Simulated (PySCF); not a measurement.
Simulated outer-valence photoelectron spectrum of `[BH2][GeH3]`. Computed with EOM-IP-CCSD/aug-cc-pVDZ in PySCF, restricted Hartree–Fock reference, 10 core orbitals frozen, non-relativistic, gas phase, PBE0-D3(BJ)/def2-SVP geometry.

Each root has a Gaussian of 0.6 eV full width with its one-hole share as area; cross sections and vibrations are left out, and the highest printed point is 100.

(ionisation energy (eV), intensity): (9.8, 0), (10.0, 2), (10.2, 9), (10.4, 32), (10.6, 58), (10.8, 57), (11.0, 31), (11.2, 14), (11.4, 26), (11.6, 63), (11.8, 98), (12.0, 100), (12.2, 67), (12.4, 28), (12.6, 10), (12.8, 19), (13.0, 45), (13.2, 62), (13.4, 46), (13.6, 18), (13.8, 4), (14.0, 0), (14.2, 0), (14.4, 0), (14.6, 0), (14.8, 0), (15.0, 0), (15.2, 0), (15.4, 0), (15.6, 0), (15.8, 0), (16.0, 3), (16.2, 16), (16.4, 41), (16.6, 58), (16.8, 44), (17.0, 18), (17.2, 4), (17.4, 0), (17.6, 0), (17.8, 2), (18.0, 9), (18.2, 29), (18.4, 49), (18.6, 45), (18.8, 23), (19.0, 6), (19.2, 1)

Task: Where are the maxima, and how many lines lie under the curve?

Result: 5 maxima, at 10.7, 11.9, 13.2, 16.6 and 18.5 eV, from 6 lines. At this width some lines have no maximum of their own.

Task: List the lines with their holes.

Result: 
```csv
E (eV),leading hole (HF orbital),area,Koopmans (eV)
10.70,HOMO,0.96,11.17
11.76,HOMO-1,0.95,12.33
12.06,HOMO-2,0.94,12.59
13.20,HOMO-3,0.94,13.92
16.61,HOMO-4,0.89,17.85
18.47,HOMO-5,0.79,20.51
```

The widest gap, 3.41 eV, lies between 13.20 and 16.61 eV. Only orbitals with −ε under 21 eV, eight at most, were ionised, so the high end of the curve may lack lines.
